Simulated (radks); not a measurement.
Problem. Radial electron density D(r) = 4 pi r^2 rho(r) of an atom or ion with 16 electrons. Method: scalar-relativistic Kohn-Sham, LDA (Slater exchange, Perdew-Wang correlation), spin-polarised, spherical densities, point nucleus; computed with a radial shooting solver on a logarithmic mesh with Libxc functionals.

| r (bohr) | D(r) (e/bohr) | spin D(r) |
|---|---|---|
| 0.001267 | 5.017 | -0.0000633 |
| 0.001572 | 7.114 | -0.00000352 |
| 0.001952 | 9.998 | 0.000180 |
| 0.002442 | 14.06 | 0.000673 |
| 0.00303 | 19.26 | 0.00180 |
| 0.003761 | 25.92 | 0.00431 |
| 0.004668 | 34.15 | 0.00971 |
| 0.005793 | 43.81 | 0.0210 |
| 0.00719 | 54.40 | 0.0442 |
| 0.008923 | 64.91 | 0.0904 |
| 0.01107 | 73.83 | 0.179 |
| 0.01374 | 79.40 | 0.344 |
| 0.0172 | 80.26 | 0.646 |
| 0.02134 | 76.65 | 1.13 |
| 0.02649 | 71.43 | 1.83 |
| 0.03287 | 69.43 | 2.72 |
| 0.0408 | 74.82 | 3.59 |
| 0.05063 | 86.76 | 3.99 |
| 0.06284 | 96.87 | 3.39 |
| 0.07799 | 93.56 | 1.74 |
| 0.0968 | 73.15 | 0.141 |
| 0.1211 | 46.51 | 0.791 |
| 0.1503 | 33.28 | 4.72 |
| 0.1865 | 34.12 | 9.44 |
| 0.2315 | 33.46 | 10.6 |
| 0.2873 | 22.18 | 7.12 |
| 0.3566 | 8.727 | 2.82 |
| 0.4426 | 1.854 | 0.606 |
| 0.5493 | 0.1893 | 0.0630 |
| 0.6817 | 0.007977 | 0.00272 |

What is the nuclear charge?

Solution. Z = 61. The innermost maximum, from 1s, lies near gamma/Z bohr with gamma = sqrt(1 - (Z/c)^2) = 0.895, here 0.0147 bohr (found: 0.0160), and its height grows with Z. The density is that of the promethium ion Pm45+ in [Ne] 3s2 3p4; the configuration itself is not fixed sharply by these data, and Z only to a few units. D(r) has 3 maxima, at r = 0.0160, 0.0675, 0.207 bohr, and minima at 0.0316, 0.162 bohr, inside which lie 1.98, 10.52 electrons.
